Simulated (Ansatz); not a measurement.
Species: dimethoxygermane, C₂H₈GeO₂ (charge 0, singlet). SMILES: [GeH2]([O]C)[O]C
Geometry from a B3LYP-D3(BJ)/def2-TZVP (Ansatz, a first-principles code) optimisation:
```
Ge
O 1 1.7830
C 2 1.4203 1 119.16
H 3 1.0908 2 107.75 1 -177.56
H 3 1.0946 4 108.64 2 121.25
H 3 1.0963 4 108.37 5 117.56
O 1 1.7830 2 109.42 3 -62.71
C 7 1.4203 1 119.16 2 -62.71
H 8 1.0908 7 107.75 1 -177.56
H 8 1.0946 9 108.64 7 121.25
H 8 1.0963 9 108.37 10 117.56
H 1 1.5349 2 104.09 3 178.61
H 1 1.5349 12 117.25 2 122.99
```
Charge 0, spin multiplicity 1.

Wanted: atomisation energy (electronic, to ground-state atoms), in kcal/mol. Correlated levels leave the core frozen unless marked. UHF or UKS for open shells. Spin-orbit coupling is left out. The frozen core is the preceding noble-gas configuration, with the filled d and f shells of earlier blocks. Non-relativistic. The coupled-cluster limit lacks core correlation, which all-electron functionals hold. Basis-set limits of correlation are two-point, X^-3; Hartree-Fock from the larger set. [CCSD(T)-MP2]/basis is that difference in the basis named.

```
level                                                                 program  atomisation energy (kcal/mol)  minus last row
-------------------------------------------------------------  --------------  -----------------------------  --------------
r2SCAN/def2-TZVPD                                                      Ansatz                         1108.3            -3.5
B3LYP-D4/def2-TZVPD                                            Ansatz + dftd4                         1105.8            -6.0
PBE0/STO-3G                                                            Ansatz                         1324.4           212.6
PBE0/6-31G*                                                            Ansatz                         1092.7           -19.1
PBE0-D3(BJ)/def2-TZVPD                                         Ansatz + dftd3                         1102.8            -9.0
BHLYP-D3(BJ)/def2-TZVPD                                        Ansatz + dftd3                         1073.3           -38.5
CAM-B3LYP-D3(BJ)/def2-TZVPD                                    Ansatz + dftd3                         1113.1             1.3
B2GP-PLYP-D4/def2-TZVPD                                        Ansatz + dftd4                         1093.4           -18.4
RI-MP2/CBS(aug-cc-pVTZ,aug-cc-pVQZ)                                    Ansatz                         1128.1            16.3
RI-MP2/CBS(cc-pVTZ,cc-pVQZ)                                            Ansatz                         1127.5            15.7
CCSD/6-31G*                                                            Ansatz                          988.0          -123.8
CCSD(T)/6-31G                                                          Ansatz                          932.5          -179.3
CCSD(T)/cc-pVTZ                                                        Ansatz                         1082.7           -29.1
RI-MP2/CBS(aug-cc-pVTZ,aug-cc-pVQZ)+[CCSD(T)-MP2]/aug-cc-pVTZ          Ansatz                         1113.4             1.6
CCSD(T)/CBS(cc-pVTZ,cc-pVQZ)                                           Ansatz                         1111.8             0.0
```
